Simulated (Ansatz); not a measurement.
Two isomers of C2H6BFSi: A = `C=C(F)B[SiH3]`, B = `C[C@H]1B[Si@@H]1F`.

Gas-phase electronic energies from Ansatz, PBE0-D4/def2-TZVP geometries. CCSD(T)/CBS adds triple-zeta CCSD(T) − MP2 to the extrapolated MP2 energy (def2 sets, frozen cores). DFT in def2-TZVPP. B3LYP here is the variant with VWN-RPA as its local correlation; programs differ in this. One conformer a species, not always the lowest.

Which isomer does CCSD(T)/CBS put lower? Give the gap. (An estimate is asked.)

The calculation gave: B, by 125.8 kJ/mol.

Give E(B) − E(A) in kJ/mol with MP2/def2-TZVPP, PBE0-D4, B3LYP, CCSD/def2-TZVPP, PBE-D4, r2SCAN-D4, ωB97M-V. (Estimate.)

Ansatz gave: MP2/def2-TZVPP -142.5, PBE0-D4 -125.9, B3LYP -108.1, CCSD/def2-TZVPP -112.0, PBE-D4 -130.5, r2SCAN-D4 -127.5, ωB97M-V -122.2. None reverses the order clearly.

Largest T1 diagnostic: 0.013.

The D4 term adds −4.5 kJ/mol with B3LYP and −2.1 kJ/mol with PBE0; it sums over pairs of atoms, weighted by their polarisabilities, and B3LYP, whose exchange is more repulsive, gets the larger term. In def2-TZVPP, CCSD(T) changes the Hartree–Fock value by −60.9 kJ/mol (the triples alone add −8.2 kJ/mol) and MP2 by −83.2 kJ/mol.
